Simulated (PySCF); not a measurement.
Computed IR spectrum (relative IR intensity) of a molecule CH11N3Si2. Geometry optimised at PBE-D3(BJ)/def2-SVP. Other conformers were not sampled. Method: PBE-D3(BJ)/def2-SVP run with PySCF. Frequencies are harmonic and unscaled.

Lines under 2 % of the strongest are left out, and lines within 2 cm⁻¹ are merged.

ν (cm⁻¹): 72 (vw), 101 (w), 149 (w), 191 (m), 238 (m), 285 (s), 301 (m), 374 (m), 399 (m), 427 (w), 493 (m), 512 (vs), 626 (vw), 661 (s), 680 (vw), 695 (m), 743 (m), 781 (vs), 797 (w), 818 (s), 861 (w), 892 (s), 908 (m), 951 (s), 1045 (w), 1215 (vw), 1408 (vw), 1472 (m), 1485 (m), 1576 (w), 2076 (vs), 2131 (s), 2152 (s), 2853 (m), 2981 (w), 3391 (w), 3452 (w), 3470 (w), 3552 (w), 3577 (w) (against the strongest line: vs over 80 %, s over 45 %, m over 15 %, w over 4 %, vw less)

Problem. Pick the molecule that these values belong to.
A. CN[Si](N)(N)[SiH3]
B. N[C@@H]([SiH3])[SiH](N)N
C. NC[Si@H](N)[SiH2]N
D. CN[SiH2]N[SiH2]N

Solution. C, NC[Si@H](N)[SiH2]N
